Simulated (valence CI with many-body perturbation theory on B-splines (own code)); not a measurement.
E1 line list for I38+

Calculated by configuration interaction combined with many-body perturbation theory (CI+MBPT): five valence electrons over a frozen Dirac-Fock core [Ne], radial functions for each j: 11 s, 11 p, 10 d, 8 f, 5 g, 2 h, with the one-electron correlation potential Σ1, the two-electron term Σ2, the three-electron term Σ3, Breit, model QED; selected CI, second order for the rest, scaled by the run's own slope (own B-spline code, finite nucleus).

No measured spectrum was set against this ion. As an estimate, large intervals hold to a few tenths of a per cent, small ones and those within an open d or f shell to about a per cent. Among the levels kept, up to 4700 cm⁻¹ of a level comes from second order outside the variational space, and about a tenth of that is noise between levels of different J, which matters for small intervals.

Lines 201 to 250 of 556 in falling wavelength, among levels below 4194.4 × 10³ cm⁻¹, chosen from the strongest by gf and those to the six lowest levels. Wavelengths and rates use the calculated energies. Electric multipoles are in the length gauge, E1 and E2 with the static RPA response of the core. Weak lines are less certain than strong ones. Lines between different terms over intervals too small for the method are left out, as are lines whose strength nearly cancels. Where a level lies close to another of its J and parity, the split of strength between their lines is uncertain. The highest levels of a list are the least certain.

Levels are named by their leading jj configuration (3d3/2^4 stands for four electrons in 3d with j = 3/2), which in mixed levels can hold well under half, so a name can repeat and another be missing. Letters in brackets count levels of one name in rising energy.

```csv
λ vac (nm),Upper,Lower,A (s⁻¹),S (a.u.) with core polarisation,S without
6.597,(3s 3p1/2^2 3p3/2^2) J=1/2,(3s^2 3p1/2^2 3p3/2) J=3/2,6.21e+10,1.76e-02,1.80e-02
6.596,(3s 3p1/2 3p3/2^2 3d5/2) J=1/2 [c],(3s^2 3p1/2 3p3/2 3d5/2) J=1/2,1.42e+11,4.01e-02,4.08e-02
6.596,(3s^2 3p3/2 3d3/2 3d5/2) J=1/2 [a],(3s^2 3p3/2^2 3d3/2) J=1/2,4.26e+10,1.21e-02,1.23e-02
6.591,(3s 3p1/2 3p3/2^2 3d5/2) J=1/2 [b],(3s^2 3p1/2 3p3/2 3d5/2) J=3/2 [a],8.13e+10,2.30e-02,2.34e-02
6.590,(3s 3p1/2^2 3p3/2 3d5/2) J=3/2 [b],(3s^2 3p1/2^2 3d5/2) J=5/2,7.12e+10,4.02e-02,4.10e-02
6.586,(3s^2 3p3/2 3d3/2 3d5/2) J=3/2 [b],(3s^2 3p3/2^2 3d3/2) J=1/2,2.96e+10,1.67e-02,1.70e-02
6.581,(3s 3p3/2^3 3d5/2) J=7/2 [a],(3s^2 3p3/2^2 3d3/2) J=7/2,2.03e+10,2.29e-02,2.33e-02
6.579,(3s^2 3p3/2 3d3/2 3d5/2) J=1/2 [a],(3s^2 3p3/2^2 3d3/2) J=3/2 [a],1.65e+11,4.64e-02,4.73e-02
6.579,(3s 3p3/2^3 3d5/2) J=7/2 [c],(3s^2 3p3/2^2 3d5/2) J=5/2 [a],7.32e+10,8.23e-02,8.39e-02
6.579,(3s^2 3p1/2 3p3/2 3d5/2) J=3/2 [b],(3s^2 3p1/2 3p3/2^2) J=5/2,5.55e+10,3.12e-02,3.18e-02
6.576,(3s 3p1/2 3p3/2^2 3d3/2) J=5/2 [c],(3s^2 3p1/2 3p3/2 3d3/2) J=7/2,2.88e+10,2.43e-02,2.47e-02
6.569,(3s 3p1/2 3p3/2^2 3d5/2) J=7/2 [g],(3s^2 3p1/2 3p3/2 3d5/2) J=5/2 [b],2.30e+10,2.57e-02,2.62e-02
6.564,(3s^2 3p3/2^2 3d5/2) J=3/2,(3s^2 3p3/2^3) J=3/2,2.40e+11,1.34e-01,1.37e-01
6.559,(3s^2 3p1/2 3d3/2 3d5/2) J=1/2,(3s^2 3p1/2 3p3/2 3d3/2) J=1/2 [a],1.73e+11,4.82e-02,4.91e-02
6.556,(3s 3p1/2 3p3/2^2 3d5/2) J=3/2 [d],(3s^2 3p1/2 3p3/2 3d5/2) J=1/2,8.30e+10,4.62e-02,4.71e-02
6.554,(3s^2 3p3/2 3d5/2^2) J=3/2,(3s^2 3p3/2^2 3d3/2) J=3/2 [b],1.11e+11,6.16e-02,6.28e-02
6.553,(3s 3p1/2^2 3p3/2^2) J=3/2,(3s^2 3p1/2^2 3p3/2) J=3/2,1.00e+11,5.57e-02,5.68e-02
6.549,(3s^2 3p3/2 3d3/2 3d5/2) J=3/2 [c],(3s^2 3p3/2^2 3d3/2) J=1/2,3.77e+10,2.09e-02,2.13e-02
6.545,(3s 3p3/2^3 3d3/2) J=1/2,(3s 3p1/2 3p3/2^3) J=3/2 [b],7.18e+10,1.99e-02,2.03e-02
6.544,(3s 3p1/2 3p3/2^2 3d5/2) J=3/2 [e],(3s^2 3p1/2 3p3/2 3d5/2) J=3/2 [b],1.16e+11,6.44e-02,6.56e-02
6.544,(3s 3p1/2 3p3/2^2 3d5/2) J=3/2 [d],(3s^2 3p1/2 3p3/2 3d5/2) J=5/2 [b],4.94e+10,2.73e-02,2.79e-02
6.542,(3s^2 3p3/2 3d3/2 3d5/2) J=3/2 [b],(3s^2 3p3/2^2 3d3/2) J=5/2,5.66e+10,3.13e-02,3.19e-02
6.540,(3s^2 3p1/2 3p3/2 3d5/2) J=5/2 [b],(3s^2 3p1/2 3p3/2^2) J=3/2,1.41e+11,1.17e-01,1.19e-01
6.533,(3s^2 3p3/2 3d3/2 3d5/2) J=9/2 [b],(3s^2 3p3/2^2 3d5/2) J=9/2,1.06e+11,1.47e-01,1.49e-01
6.533,(3s 3p1/2^2 3d3/2 3d5/2) J=7/2 [b],(3s 3p1/2^2 3p3/2 3d3/2) J=5/2 [a],1.60e+10,1.76e-02,1.79e-02
6.533,(3s^2 3p3/2 3d3/2 3d5/2) J=3/2 [c],(3s^2 3p3/2^2 3d3/2) J=3/2 [a],9.48e+10,5.22e-02,5.32e-02
6.528,(3s^2 3p1/2 3p3/2 3d5/2) J=1/2,(3s^2 3p1/2 3p3/2^2) J=3/2,9.41e+10,2.58e-02,2.63e-02
6.525,(3s 3p1/2 3p3/2^2 3d5/2) J=7/2 [b],(3s^2 3p1/2 3p3/2 3d5/2) J=7/2 [a],1.10e+11,1.20e-01,1.23e-01
6.520,(3p1/2^2 3p3/2^2 3d3/2) J=5/2,(3s 3p1/2^2 3p3/2 3d3/2) J=3/2 [b],5.04e+10,4.13e-02,4.21e-02
6.520,(3s 3p1/2 3p3/2^2 3d5/2) J=5/2 [c],(3s^2 3p1/2 3p3/2 3d3/2) J=3/2 [b],5.14e+10,4.22e-02,4.30e-02
6.516,(3s 3p1/2 3p3/2^2 3d3/2) J=7/2 [c],(3s^2 3p1/2 3p3/2 3d3/2) J=7/2,5.33e+10,5.82e-02,5.94e-02
6.516,(3s^2 3p1/2 3d3/2 3d5/2) J=3/2,(3s^2 3p1/2 3p3/2 3d5/2) J=5/2 [a],3.01e+10,1.64e-02,1.68e-02
6.512,(3s 3p1/2 3p3/2^2 3d5/2) J=7/2 [g],(3s^2 3p1/2 3p3/2 3d5/2) J=7/2 [b],1.71e+11,1.87e-01,1.90e-01
6.507,(3s 3p3/2^3 3d5/2) J=3/2,(3s^2 3p3/2^2 3d3/2) J=1/2,3.76e+10,2.04e-02,2.08e-02
6.506,(3s 3p1/2 3p3/2^2 3d5/2) J=7/2 [c],(3s^2 3p1/2 3p3/2 3d5/2) J=5/2 [a],6.09e+10,6.62e-02,6.75e-02
6.501,(3s^2 3p1/2 3p3/2 3d5/2) J=5/2 [c],(3s^2 3p1/2 3p3/2^2) J=5/2,1.89e+11,1.54e-01,1.57e-01
6.500,(3s^2 3p3/2 3d3/2 3d5/2) J=1/2 [a],(3s^2 3p3/2^2 3d5/2) J=1/2,5.06e+10,1.37e-02,1.40e-02
6.498,(3s 3p1/2 3p3/2^2 3d5/2) J=5/2 [a],(3s^2 3p1/2 3p3/2 3d5/2) J=7/2 [a],4.51e+10,3.66e-02,3.73e-02
6.490,(3s^2 3p3/2 3d3/2 3d5/2) J=3/2 [b],(3s^2 3p3/2^2 3d5/2) J=1/2,5.38e+10,2.90e-02,2.96e-02
6.471,(3s 3p1/2 3p3/2^3) J=3/2 [b],(3s^2 3p1/2 3p3/2^2) J=1/2,5.01e+10,2.68e-02,2.73e-02
6.471,(3s 3p1/2 3p3/2^2 3d5/2) J=1/2 [d],(3s^2 3p1/2 3p3/2 3d5/2) J=3/2 [b],2.44e+11,6.53e-02,6.65e-02
6.465,(3s 3p1/2 3p3/2^2 3d5/2) J=3/2 [c],(3s^2 3p1/2 3p3/2 3d3/2) J=3/2 [b],2.43e+10,1.30e-02,1.32e-02
6.465,(3s 3p3/2^3 3d5/2) J=3/2,(3s^2 3p3/2^2 3d3/2) J=5/2,9.25e+10,4.93e-02,5.03e-02
6.463,(3s 3p3/2^3 3d5/2) J=7/2 [a],(3s^2 3p3/2^2 3d3/2) J=5/2,1.34e+11,1.43e-01,1.46e-01
6.461,(3s 3p1/2 3p3/2^2 3d3/2) J=1/2 [d],(3s^2 3p1/2 3p3/2 3d3/2) J=1/2 [b],1.37e+11,3.66e-02,3.73e-02
6.460,(3s 3p1/2 3p3/2^2 3d5/2) J=3/2 [b],(3s^2 3p1/2 3p3/2 3d5/2) J=5/2 [a],1.26e+11,6.69e-02,6.82e-02
6.454,(3s^2 3p3/2 3d3/2 3d5/2) J=3/2 [c],(3s^2 3p3/2^2 3d5/2) J=1/2,4.51e+10,2.39e-02,2.44e-02
6.451,(3s 3p1/2 3p3/2^2 3d3/2) J=3/2 [f],(3s^2 3p1/2 3p3/2 3d3/2) J=5/2 [b],4.07e+10,2.15e-02,2.20e-02
6.449,(3p1/2^2 3p3/2^3) J=3/2,(3s 3p1/2^2 3p3/2^2) J=3/2,1.30e+11,6.88e-02,7.01e-02
6.445,(3s 3p1/2 3p3/2^2 3d5/2) J=5/2 [g],(3s^2 3p1/2 3p3/2 3d5/2) J=5/2 [c],2.44e+10,1.94e-02,1.98e-02
```
